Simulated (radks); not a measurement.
Computed order of ionisation of argon. At each step one electron was removed from each of the four highest sub-shells of the ion before, moves of one valence electron (up to charge 6) and the configuration listed by NIST were tried, and the lowest configuration was kept. Level of theory: non-relativistic Kohn-Sham, PBE, spin-polarised, spherical densities, point nucleus (a radial shooting solver on a logarithmic mesh with Libxc functionals). Open shells are filled with parallel spins first.

species,lowest configuration found,NIST configuration,margin to the next tried (eV),IE (eV),NIST IE (eV),kind
Ar,[Ar],same,-,15.812,15.760,exp.
Ar+,[Ne] 3s2 3p5,same,14.288,27.702,27.630,exp.
Ar2+,[Ne] 3s2 3p4,same,14.776,40.500,40.74,semi-emp.
Ar3+,[Ne] 3s2 3p3,same,15.244,59.195,59.6,semi-emp.
Ar4+,[Ne] 3s2 3p2,same,10.259,74.855,74.8,semi-emp.
Ar5+,[Ne] 3s2 3p1,same,11.814,90.998,91.29,exp.
Ar6+,[Ne] 3s2,same,13.850,123.88,124.4,semi-emp.
Ar7+,[Ne] 3s1,same,245.62,143.91,143.46,semi-emp.
Ar8+,[Ne],same,251.31,422.90,422.6,semi-emp.
Ar9+,[He] 2s2 2p5,same,60.943,479.92,479.8,semi-emp.
Ar10+,[He] 2s2 2p4,same,57.642,537.99,540,semi-emp.
Ar11+,[He] 2s2 2p3,same,53.880,620.39,619.0,semi-emp.
Ar12+,[He] 2s2 2p2,same,24.300,686.26,685.5,semi-emp.
Ar13+,[He] 2s2 2p1,same,24.179,752.81,755.1,semi-emp.

Reference values: NIST Atomic Spectra Database (exp. = measured, semi-emp. = semi-empirical, theory = theoretical value adopted there). Open shells are spherical and high-spin; term and fine-structure splittings are not resolved.
